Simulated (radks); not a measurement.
The carbon anion C4-, [Ne], held by a Watson sphere: a shell of charge +4 at radius R that stands for the Madelung well of a crystal (potential energy -4/R inside, -4/r outside, in hartree with lengths in bohr). Calculated with a radial shooting solver on a logarithmic mesh with Libxc functionals: non-relativistic Kohn-Sham, PBEsol, spin-polarised, spherical densities, point nucleus. Response by self-consistent Sternheimer equations with the Hartree and adiabatic LDA kernel. The sphere does not respond.

| R (bohr) | e(1s) (eV) | e(2s) (eV) | e(2p) (eV) | <r> 2p (bohr) | sum of <r^2> (bohr^2) | X-ray form factor at sin(theta)/lambda = 0.3 1/angstrom | alpha (bohr^3) |
|---|---|---|---|---|---|---|---|
| 2.35 | -265.42 | -14.376 | -6.606 | 2.178 | 43.41 | 2.411 | 36.48 |
| 2.78 | -266.39 | -12.867 | -5.598 | 2.426 | 53.09 | 2.379 | 58.00 |
| 3 | -266.75 | -12.261 | -5.171 | 2.554 | 58.41 | 2.387 | 72.83 |
| 3.42 | -267.23 | -11.368 | -4.497 | 2.803 | 69.41 | 2.414 | 110.3 |
| 3.44 | -267.25 | -11.334 | -4.469 | 2.815 | 69.96 | 2.416 | 112.4 |
| 3.98 | -267.60 | -10.608 | -3.835 | 3.144 | 85.94 | 2.440 | 182.7 |
